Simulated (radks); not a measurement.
Initial-state core-level shifts of the selenium ion Se+ when its valence configuration changes from [Ar] 3d10 4s2 4p3. Method: scalar-relativistic Kohn-Sham, r2SCAN, spin-polarised, spherical densities, finite nucleus; open shells are filled with parallel spins first; meta-GGA in the generalised Kohn-Sham scheme; Fermi nuclear charge, rms radius 4.14 fm; computed with a radial shooting solver on a logarithmic mesh with Libxc functionals. Shifts are changes of the shell-averaged eigenvalues in eV (positive: less bound); the change of the density at the nucleus, which sets a Mossbauer isomer shift, is in e/bohr^3, on a base of 4.025e+04.

valence                2s       2p       3s       3p  density at nucleus
3d10 4s1.5 4p3.5   -0.854   -0.855   -0.868   -0.864             -15.026
3d9 4s2 4p4       -16.399  -16.342  -12.823  -12.571             +15.669
3d8 4s2 4p5       -33.560  -33.454  -25.717  -25.229             +33.075
3d10 4s1 4p4       -1.723   -1.726   -1.754   -1.746             -29.655
3d9 4s1 4p5       -18.038  -17.983  -14.466  -14.205             -16.463
3d10 4p5           -3.677   -3.685   -3.707   -3.692             -60.009
3d9.5 4s2 4p3.5    -8.105   -8.075   -6.403   -6.275              +7.535
3d9 4s0.5 4p5.5   -18.898  -18.845  -15.326  -15.062             -33.718
3d9.5 4s0.5 4p5   -10.726  -10.701   -9.038   -8.899             -39.385
